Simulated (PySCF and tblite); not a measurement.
Values are calculated unless marked as measured or tabulated.
System: C2HF3O2, numbered as in [O:1]=[C:2]([OH:3])[C:4]([F:5])([F:6])[F:7].

Motion: shift of H on O3 from O3 to O1. GFN2-xTB gives an electronic barrier of 37.7 kcal/mol.

Tunnelling of the moving H, left out here, will speed the real process. In real samples such hydrogens mostly exchange between molecules or through solvent, far faster than by this path.

Problem. What does PBE0/pcSseg-1 + D3(BJ) give on B3LYP-D3(BJ)/def2-SVP geometries?

Solution. A barrier of 36.6 kcal/mol, 1.1 below the tight-binding barrier (from unrounded values) and, with GFN2-xTB thermal terms, ΔG‡(298 K) = 33.2 kcal/mol and k = 2.6×10⁻¹² s⁻¹ (1 equivalent path).

Problem. And the level of the geometries itself, B3LYP-D3(BJ)/def2-SVP?

Solution. 37.2 kcal/mol.

Programs: tblite and PySCF.
